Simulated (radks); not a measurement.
Spherical quantum dot in the effective-mass picture: electrons in a hard-walled sphere of radius 8.56, all in effective atomic units (hartree* = m*/eps^2 hartree, bohr* = eps/m* bohr), one dielectric constant everywhere. Calculated with a radial shooting solver with Libxc functionals: non-relativistic Kohn-Sham, PBEsol, spin-polarised, spherical densities. Levels are named by radial order and angular momentum (1s, 1p, 1d, 2s, ...), and open shells are averaged over m.

N = 17, configuration 1s2 1p6 1d(up 5, down 4). This is the lowest configuration that the search found. Occupied levels:

level,occupation,eigenvalue (hartree*),<r> (bohr*)
1s up,1,2.4253,6.241
1s down,1,2.4304,6.235
1p up,3,2.4539,6.328
1p down,3,2.4591,6.324
1d up,5,2.5079,6.433
1d down,4,2.5132,6.430

Energy (hartree*): total 22.0737, kinetic 4.2555, external 0, Hartree 21.090, exchange-correlation -3.2716.
